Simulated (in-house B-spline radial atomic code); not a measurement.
Configurations of I IV (I3+), with energies counted from [Kr] 4d10 5s2 5p2. All numbers are computed (scalar-relativistic (X2C) Hartree-Fock with fractional occupations, spin-polarised, spherical fractional occupations; Fermi nucleus of rms radius 4.75 fm) with an all-electron radial atomic-structure program (B-spline basis), not measured. Shells without spins written out take the highest spin.

Caution: exact exchange at fractional occupations of open shells leaves self-interaction of up to several eV.

Occupations are held fixed; configurations that lie above the ionisation limit could autoionise.

```csv
configuration,E - E(ref) (eV),highest orbital,its <r> (bohr)
"[Kr] 4d10 5s2 5p(1 up, 1 down)",4.5971,5p up,2.201
[Kr] 4d10 5s2 5p1 6s1,18.089,6s up,3.929
[Kr] 4d10 5s1 5p2 6d1,36.671,6d up,6.101
[Kr] 4d9 5s2 5p2 5f1,92.008,5f up,5.961
[Ar] 3d10 4s2 4p5 4d10 5s2 5p2 5f1,179.45,5f up,5.918
[Ar] 3d9 4s2 4p6 4d10 5s2 5p2 6s1,678.18,6s up,3.799
"[Ar] 3d(4 up, 5 down) 4s2 4p6 4d10 5s2 5p(0 up, 2 down) 5f(1 up, 0 down)",690.82,5f up,5.928
```

Question: Order these further configurations by energy, lowest first.
A. [Kr] 4d10 5s1 5p3
B. [Kr] 4d10 4f1 5s1 5p2
C. [Ar] 3d9 4s2 4p6 4d10 5s2 5p2 6d1
D. [Kr] 4d10 5s(0 up, 1 down) 5p(1 up, 1 down) 5f(1 up, 0 down)
E. [Kr] 4d(5 up, 4 down) 4f(0 up, 1 down) 5s2 5p(1 up, 1 down)

Answer: A (3.1555 eV), B (34.087 eV), D (46.605 eV), E (92.772 eV), C (688.89 eV).

Question: How far above the reference does [Ar] 3d9 4s2 4p6 4d10 4f1 5s2 5p2 lie?

Answer: 685.52 eV; its least bound orbital is 4f up with <r> = 2.795 bohr.

Question: How far above the reference does [Ar] 3d(4 up, 5 down) 4s2 4p6 4d10 5s2 5p(2 up, 0 down) 6d(1 up, 0 down) lie?

Answer: 689.05 eV; its least bound orbital is 6d up with <r> = 5.98 bohr.

Question: How far above the reference does [Kr] 4d10 5s1 5p2 5f1 lie?

Answer: 38.806 eV; its least bound orbital is 5f up with <r> = 6.374 bohr.
